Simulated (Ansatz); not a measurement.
C₆H₁₉N₃Si⁺, that is SiH(NHEt)3 with one electron fewer. The state is a doublet with charge 1. Geometry r2SCAN-D4/def2-SVP; atoms count from 1.

| atom | x (Å) | y (Å) | z (Å) |
| --- | --- | --- | --- |
| Si1 | -0.015 | 0.030 | 0.023 |
| H2 | -0.630 | 1.194 | 0.689 |
| N3 | -0.011 | -1.333 | 1.100 |
| C4 | -0.525 | -1.376 | 2.465 |
| C5 | -1.701 | -2.338 | 2.618 |
| H6 | 0.317 | -2.245 | 0.774 |
| H7 | 0.295 | -1.682 | 3.143 |
| H8 | -0.816 | -0.354 | 2.758 |
| H9 | -2.547 | -2.031 | 1.983 |
| H10 | -2.037 | -2.349 | 3.665 |
| H11 | -1.415 | -3.366 | 2.346 |
| N12 | 1.621 | 0.403 | -0.426 |
| C13 | 2.325 | 1.664 | -0.219 |
| C14 | 3.522 | 1.519 | 0.718 |
| H15 | 2.220 | -0.322 | -0.830 |
| H16 | 2.665 | 2.046 | -1.201 |
| H17 | 1.606 | 2.400 | 0.177 |
| H18 | 3.203 | 1.179 | 1.715 |
| H19 | 4.028 | 2.490 | 0.825 |
| H20 | 4.256 | 0.799 | 0.321 |
| N21 | -0.919 | -0.376 | -1.405 |
| C22 | -2.112 | 0.295 | -1.912 |
| C23 | -1.883 | 0.943 | -3.275 |
| H24 | -0.589 | -1.117 | -2.027 |
| H25 | -2.930 | -0.447 | -1.986 |
| H26 | -2.428 | 1.046 | -1.170 |
| H27 | -1.100 | 1.715 | -3.219 |
| H28 | -2.815 | 1.416 | -3.621 |
| H29 | -1.585 | 0.197 | -4.029 |

(1) Estimate the Mulliken populations from the PBE0/def2-TZVP orbitals of Ansatz.

(2) Where does the spin sit?

(3) And the Mayer bond orders between bonded heavy atoms (over 0.3)?

## Answers

(1) 
| atom | charge (e) | spin (α − β) |
| --- | --- | --- |
| Si1 | 0.35 | -0.12 |
| H2 | 0.06 | 0.00 |
| N3 | -0.29 | 0.35 |
| C4 | -0.12 | -0.01 |
| C5 | -0.37 | 0.02 |
| H6 | 0.25 | -0.01 |
| H7 | 0.16 | 0.02 |
| H8 | 0.14 | 0.00 |
| H9 | 0.14 | 0.00 |
| H10 | 0.16 | 0.00 |
| H11 | 0.14 | 0.00 |
| N12 | -0.29 | 0.35 |
| C13 | -0.12 | -0.01 |
| C14 | -0.37 | 0.02 |
| H15 | 0.25 | -0.01 |
| H16 | 0.16 | 0.02 |
| H17 | 0.14 | 0.00 |
| H18 | 0.14 | 0.00 |
| H19 | 0.16 | 0.00 |
| H20 | 0.14 | 0.00 |
| N21 | -0.29 | 0.35 |
| C22 | -0.12 | -0.01 |
| C23 | -0.37 | 0.02 |
| H24 | 0.25 | -0.01 |
| H25 | 0.16 | 0.02 |
| H26 | 0.14 | 0.00 |
| H27 | 0.14 | 0.00 |
| H28 | 0.16 | 0.00 |
| H29 | 0.14 | 0.00 |
Mulliken values and Mayer orders depend strongly on the basis.

(2) Summed by element: Si -0.12, H 0.04, N 1.05, C 0.03, of 1 unpaired in all. Largest on single atoms: N21 0.35, N12 0.35, N3 0.35.

(3) Si1–N3 1.15 (1.74 Å); Si1–N12 1.15 (1.74 Å); Si1–N21 1.15 (1.74 Å); N3–C4 0.92 (1.46 Å); C4–C5 1.01 (1.53 Å); N12–C13 0.92 (1.46 Å); C13–C14 1.01 (1.53 Å); N21–C22 0.92 (1.46 Å); C22–C23 1.01 (1.53 Å).
